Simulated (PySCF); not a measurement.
**UHF on Cu (copper, neutral)**

Configuration: [Ar] 3d10 4p1, 2P determinant (an excited configuration). All numbers are calculated (PySCF 2.14, the non-relativistic Hamiltonian (point nucleus), in def2-TZVPPD (6s6p4d2f1g, 67 functions)).

| Quantity | Value |
| --- | --- |
| Total energy | -1638.809663 hartree |
| One-electron energy | -2287.2031 hartree |
| Hartree (Coulomb) energy | 714.1575 hartree |
| Exchange energy | -65.7641 hartree |
| Kinetic energy | 1638.67898 hartree |
| ⟨S²⟩ | 0.7550 |
| ⟨L²⟩ | 2.014 |
| Sum of ⟨r⟩ | 22.53 bohr |
| Sum of ⟨r²⟩ | 46.17 bohr² |
| Traceless quadrupole moment −½Σ⟨3z² − r²⟩ along its main axis | -10.9 e·bohr² |
| Density at the nucleus (Gaussians lack the cusp) | 16200 bohr⁻³ |
| Spin density at the nucleus | -0.0162 bohr⁻³ |
| Langevin diamagnetic susceptibility | -36.6 ×10⁻⁶ cm³/mol |

```json
{"shell": "1s α", "electrons": "1", "mean orbital energy (hartree)": "-328.88405", "spread (hartree)": "0", "rms radius, mean of both spins (bohr)": "0.0612"}
{"shell": "1s β", "electrons": "1", "mean orbital energy (hartree)": "-328.88370", "spread (hartree)": "0", "rms radius, mean of both spins (bohr)": "0.0612"}
{"shell": "2s β", "electrons": "1", "mean orbital energy (hartree)": "-40.90556", "spread (hartree)": "0", "rms radius, mean of both spins (bohr)": "0.258"}
{"shell": "2s α", "electrons": "1", "mean orbital energy (hartree)": "-40.90436", "spread (hartree)": "0", "rms radius, mean of both spins (bohr)": "0.258"}
{"shell": "2p β", "electrons": "3", "mean orbital energy (hartree)": "-35.70586", "spread (hartree)": "0.00085", "rms radius, mean of both spins (bohr)": "0.230"}
{"shell": "2p α", "electrons": "3", "mean orbital energy (hartree)": "-35.70494", "spread (hartree)": "0.00031", "rms radius, mean of both spins (bohr)": "0.230"}
{"shell": "3s β", "electrons": "1", "mean orbital energy (hartree)": "-5.09913", "spread (hartree)": "0", "rms radius, mean of both spins (bohr)": "0.777"}
{"shell": "3s α", "electrons": "1", "mean orbital energy (hartree)": "-5.09723", "spread (hartree)": "0", "rms radius, mean of both spins (bohr)": "0.777"}
{"shell": "3p β", "electrons": "3", "mean orbital energy (hartree)": "-3.41559", "spread (hartree)": "0.00089", "rms radius, mean of both spins (bohr)": "0.824"}
{"shell": "3p α", "electrons": "3", "mean orbital energy (hartree)": "-3.41359", "spread (hartree)": "0.00333", "rms radius, mean of both spins (bohr)": "0.824"}
{"shell": "3d β", "electrons": "5", "mean orbital energy (hartree)": "-0.58100", "spread (hartree)": "0.00344", "rms radius, mean of both spins (bohr)": "1.14"}
{"shell": "3d α", "electrons": "5", "mean orbital energy (hartree)": "-0.57861", "spread (hartree)": "0.00622", "rms radius, mean of both spins (bohr)": "1.14"}
{"shell": "4p α", "electrons": "1", "mean orbital energy (hartree)": "-0.12417", "spread (hartree)": "0", "rms radius, mean of both spins (bohr)": "5.23"}
```

Spin-orbit constants ζ (cm⁻¹) from the X2C one-electron operator on these orbitals (non-relativistic here): bare nucleus, nucleus screened by l(l+1)(2l+1)/3 electrons, and screened by the Breit-Pauli mean field of the electrons.

```csv
shell,bare,screened nucleus,mean field
2p,109300,101800,98220
3p,13280,12370,11840
3d,1260,825.8,747.1
4p,132.4,123.3,115.6
```

To first order the Landé constant is A = 115.6 cm⁻¹, so the lowest level has J = 1/2 and lies 0.0143 eV below the centre of the term.
